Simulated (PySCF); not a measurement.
As⁺ (arsenic, charge +1) across methods

[Ar] 3d10 4s2 4p1 4d1, one real determinant (an excited configuration). All numbers are calculated (PySCF 2.14, the spin-free X2C one-electron Hamiltonian (Gaussian nucleus), in dyall-av3z).

```tsv
method	E (hartree)	mean ε 4s β (eV)	mean ε 4p α (eV)	mean ε 4d α (eV)	Σ⟨r²⟩ (bohr²)	⟨S²⟩
PBE0	-2259.754	-26.679	-17.765	-6.023	41.07	2.002
UHF	-2258.32790	-29.201	-21.225	-6.751	43.25	2.007
LDA	-2256.604	-25.896	-16.474	-5.496	40.57	2.000
r2SCAN	-2259.994	-25.814	-16.876	-5.566	40.75	2.003
```

Task: Estimate the same row for PBE.

Result: E (hartree) = -2259.732; mean ε 4s β (eV) = -25.486; mean ε 4p α (eV) = -16.419; mean ε 4d α (eV) = -5.613; Σ⟨r²⟩ (bohr²) = 40.69; ⟨S²⟩ = 2.001.

⟨L²⟩ = 8.00 against 12 for a pure F term, so this real determinant mixes terms. The outer electron is Rydberg-like, and this basis confines it to a smaller radius and binds it less than a complete one would.
